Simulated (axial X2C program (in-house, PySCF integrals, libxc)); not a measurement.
Which molecule has these constants?

All values come from calculations with an axial X2C code built on PySCF integrals, spin-free (one-electron X2C) or two-component (2c: spin–orbit coupling with atomic mean-field Coulomb and Gaunt terms, which also bring small scalar terms), in Dyall basis sets with cores contracted in-house; open shells are unrestricted.

A two-component PBE0 calculation in a Dyall 3-zeta basis gave Re = 1.825 Å, ωe = 813.1 cm⁻¹, De = 5.21 eV, Ω = 0.

Question: Which molecule is it?
A. InSe⁻
B. BSe⁻
C. GaSe⁻
D. AlSe⁻

Answer: B. The others have AlSe⁻ 2.232 Å and 442.6 cm⁻¹ (Ω = 0); InSe⁻ 2.443 Å and 262.4 cm⁻¹ (Ω = 0); GaSe⁻ 2.256 Å and 315.8 cm⁻¹ (Ω = 0).

Each entry is the lowest single determinant of a limited PBE0 search at one distance. De goes to single-determinant-based atoms at the same level (for ions the charge split of lowest energy) and is withheld (n/a) where an atom does not fit its ground term or J level. Main or longest-lived isotopes. Some light 2c atoms are not at their ground J level, so De misses part of their lowering (0.04 eV or less). The functionals have no current term, which raises determinants with orbital currents.
